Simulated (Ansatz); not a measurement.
Reaction (ligand exchange at a B–O bond): `NB(F)O[SiH3]` + HCl → `NB(F)Cl` + `O[SiH3]`

Calculated with Ansatz (gas phase, PBE0-D4/def2-TZVP geometries, no zero-point term in ΔE). CCSD(T)/CBS adds triple-zeta CCSD(T) − MP2 to the extrapolated MP2 energy (def2 sets, frozen cores). This one scheme is used for every species. DFT in def2-TZVPP. B3LYP here is the variant with VWN-RPA as its local correlation; programs differ in this. One conformer a species, not always the lowest.

Is it downhill or uphill in electronic energy at CCSD(T)/CBS, and by how much? (An estimate is asked.)

The calculation gave: Uphill: ΔE = +9.2 kcal/mol.

What do these levels give: CAM-B3LYP-D4, ωB97X-V, PBE-QIDH, revPBE, B3LYP, r2SCANh, CAM-B3LYP, RPA@PBE/def2-TZVPP, HF/def2-SVP, MP2/def2-SVP, HF/def2-TZVPP, HF/def2-QZVPP? (Best estimate.)

The calculation gave: CAM-B3LYP-D4 10.3, ωB97X-V 8.6, PBE-QIDH 8.3, revPBE 5.4, B3LYP 8.7, r2SCANh 8.3, CAM-B3LYP 9.7, RPA@PBE/def2-TZVPP 9.4, HF/def2-SVP 11.7, MP2/def2-SVP 9.2, HF/def2-TZVPP 11.5, HF/def2-QZVPP 11.8 kcal/mol.

Largest T1 diagnostic among the species: 0.011.

From PBE to PBE0 (25 % exact exchange), in def2-TZVPP and without D4, ΔE moves by +1.1 kcal/mol. At CCSD(T), def2-SVP lies +0.9 kcal/mol from the extrapolated value and def2-TZVPP +0.2 kcal/mol.
